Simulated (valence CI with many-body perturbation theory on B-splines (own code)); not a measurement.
**Forbidden lines of Tb51+**

Computed by configuration interaction combined with many-body perturbation theory (CI+MBPT): four valence electrons over a frozen Dirac-Fock core [Ne], radial functions for each j: 11 s, 11 p, 9 d, 7 f, 5 g, 2 h, 1 i, with the one-electron correlation potential Σ1 (screened to all orders), the two-electron term Σ2, the three-electron term Σ3, Breit, model QED; selected single and double excitations, second order for the rest (own B-spline code, finite nucleus).

No measured spectrum was set against this ion. As an estimate, large intervals hold to a few tenths of a per cent, small ones and those within an open d or f shell to about a per cent.

Lines 1 to 8 of 8 in falling wavelength, among levels below 819.54 eV, chosen from the decays that carry over 1 % of a level's rate. Wavelengths and rates use the calculated energies. Electric multipoles are in the length gauge, E1 and E2 with the static RPA response of the core. Weak lines are less certain than strong ones. Lines between different terms over intervals too small for the method are left out, as are lines whose strength nearly cancels.

Levels are named by their leading jj configuration (3d3/2^4 stands for four electrons in 3d with j = 3/2), which in mixed levels can hold well under half, so a name can repeat and another be missing.

| λ vac (Å) | Upper | Lower | Type | A (s⁻¹) | Branch % |
| --- | --- | --- | --- | --- | --- |
| 130.3 | (3s^2 3p3/2 3d5/2) J=4 | (3s 3p1/2 3p3/2^2) J=3 | M1 | 4.98e+05 | 1.2 |
| 69.03 | (3s^2 3p3/2 3d5/2) J=4 | (3s^2 3p1/2 3d5/2) J=3 | M1 | 3.23e+07 | 79.4 |
| 67.21 | (3s^2 3p1/2 3p3/2) J=1 | (3s^2 3p1/2^2) J=0 | M1 | 4.09e+07 | 100.0 |
| 65.11 | (3s^2 3p3/2^2) J=2 | (3s^2 3p1/2 3p3/2) J=2 | M1 | 3.34e+07 | 38.9 |
| 64.39 | (3s^2 3p1/2 3p3/2) J=2 | (3s^2 3p1/2^2) J=0 | E2 | 3.89e+05 | 99.7 |
| 62.47 | (3s^2 3p3/2^2) J=2 | (3s^2 3p1/2 3p3/2) J=1 | M1 | 3.45e+07 | 40.3 |
| 59.66 | (3s^2 3p3/2^2) J=0 | (3s^2 3p1/2 3p3/2) J=2 | E2 | 1.48e+06 | 1.4 |
| 57.43 | (3s^2 3p3/2^2) J=0 | (3s^2 3p1/2 3p3/2) J=1 | M1 | 8.34e+07 | 80.4 |
